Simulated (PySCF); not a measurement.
## Rubidium: a sound run and one with changed settings

Sound run: Rb [Kr] 5s1, Rb⁺ [Kr]. All numbers are calculated (PySCF 2.14, the spin-free X2C one-electron Hamiltonian (Gaussian nucleus), in x2c-SVPall). The sound run starts from symmetry-adapted Hartree-Fock orbitals and uses a fine grid where one is needed.

A second run was set up differently.

```json
{"species": "Rb", "method": "UHF", "sound run (hartree)": "-2978.83157", "changed run (hartree)": "-2978.83157", "converged": "yes"}
{"species": "Rb", "method": "PBE0", "sound run (hartree)": "-2980.38657", "changed run (hartree)": "-2980.38737", "converged": "yes"}
{"species": "Rb", "method": "M06-L", "sound run (hartree)": "-2980.56899", "changed run (hartree)": "-2980.57335", "converged": "yes"}
{"species": "Rb⁺", "method": "UHF", "sound run (hartree)": "-2978.69172", "changed run (hartree)": "-2978.69172", "converged": "yes"}
{"species": "Rb⁺", "method": "PBE0", "sound run (hartree)": "-2980.23127", "changed run (hartree)": "-2980.23211", "converged": "yes"}
{"species": "Rb⁺", "method": "M06-L", "sound run (hartree)": "-2980.43884", "changed run (hartree)": "-2980.43912", "converged": "yes"}
```

Ionisation energy of Rb:

```tsv
method	sound run (eV)	changed run (eV)
UHF	3.806	3.806
PBE0	4.226	4.225
M06-L	3.542	3.653
```

Task: What was changed?
A. level shift left on
B. all electrons correlated in a valence basis
C. minimal basis
D. radial grid too coarse

Result: D. It used radial step 0.3 in ln r (0.13 in the sound run). A coarse radial grid mis-integrates the density and the exchange-correlation energy, with errors of either sign; Hartree-Fock needs no grid.
